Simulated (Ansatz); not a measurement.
`[Cl][K]` + H₂S → `[SH][K]` + HCl at 400 K and 1 bar (ligand exchange at a K–Cl bond).

Isolated molecules relaxed with PBE0-D4/def2-TZVP in Ansatz; ΔE leaves out vibrations. CCSD(T)/CBS is the MP2 limit (def2-TZVPP, def2-QZVPP) plus CCSD(T) − MP2 in def2-TZVPP, frozen cores. This one scheme is used for every species. For K outer-core shells are correlated without core-valence functions, which leaves a few kJ/mol of doubt a bond. Scalar relativity is left out up to krypton.

```csv
species,CCSD(T)/CBS energy (Eh),H − E (kJ/mol),S (J/(mol·K))
`[Cl][K]`,-1059.29673,15.2,249.8
H₂S,-398.97279,53.4,215.9
`[SH][K]`,-997.85519,36.6,282.1
HCl,-460.38127,29.6,195.4
```

H − E and S are ideal-gas, rigid-rotor, harmonic terms from PBE0-D4/def2-TZVP. 1 Eh = 2625.50 kJ/mol, R = 8.31446 J/(mol·K).

Problem. By hand: ΔE, ΔH, ΔS and ΔG.

Solution. ΔE = (-997.85519) + (-460.38127) − (-1059.29673) − (-398.97279) = 0.03306 Eh = 86.8 kJ/mol. Δ(H − E) = 36.6 + 29.6 − 15.2 − 53.4 = -2.4, so ΔH = 84.4 kJ/mol. ΔS = 282.1 + 195.4 − 249.8 − 215.9 = 11.8 J/(mol·K). ΔG = 84.4 − 400 × (11.8)/1000 = 79.7 kJ/mol.

Problem. By hand: the equilibrium constant, and the temperature at which ΔG would vanish if ΔH and ΔS stayed fixed.

Solution. log₁₀ K = −ΔG/(RT ln 10) = -10.4. ΔG = 0 at ΔH/ΔS = 7153 K, far beyond where these terms or the molecules hold.

The number of gas molecules stays the same, so ΔS is small and ΔH decides. A doubt of 5 kJ/mol in ΔE shifts log₁₀ K by 0.7 here. These are equilibria of isolated gas molecules and say nothing of rates. Largest T1 diagnostic: 0.009 (customary marks: 0.02 for closed shells, 0.045 for open ones).
